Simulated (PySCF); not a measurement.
**Relaxation of doublet AsO(OH)₂**

Method: UPBE0 in PySCF with As def2-TZVP, O def2-TZVP, H def2-TZVP; no relativity; density-fitted integrals. A (50,194) grid was used.

A start displaced from a saddle point along its imaginary mode, with no symmetry imposed:

Coordinates in bohr (charge 0 multiplicity 2):
```
As   -0.1173   -0.0041   -0.0582
O     2.9113    0.1614    0.0613
O    -1.2995    3.2534    0.0904
O    -0.9037   -3.4373    0.1069
H     0.2020    4.3081    0.2268
H    -2.7207   -3.6448   -0.0040
```

Q: What forces act on the atoms at the start (eV/Å)?

A: 
| atom | Fx | Fy | Fz |
| --- | --- | --- | --- |
| As1 | 0.10 | 0.01 | -0.61 |
| O2 | -0.05 | -0.01 | 0.13 |
| O3 | 0.08 | -0.03 | 0.21 |
| O4 | -0.11 | 0.12 | 0.23 |
| H5 | -0.10 | -0.10 | 0.02 |
| H6 | 0.09 | 0.00 | 0.01 |

Q: What does it relax to?

A: It ends at C1 with As–O 1.640 Å, As–O 1.760 Å, As–O 1.774 Å, O–H 0.966 Å (×2); As–O–H 109.0°, As–O–H 109.8°, O–As–O 96.4°, O–As–O 111.3°, O–As–O 114.4° (after a last refinement on a finer grid). A frequency run shows a minimum. Other isomers or separated fragments may lie lower.

Q: How much energy is released, and in how many steps?

A: 114.5 kJ/mol in 38 steps.

The relaxation took 3.3 min on 4 threads of a shared Arm Neoverse V1 host, with 153 basis functions and 44 gradients; the process peaked at 2 GiB.
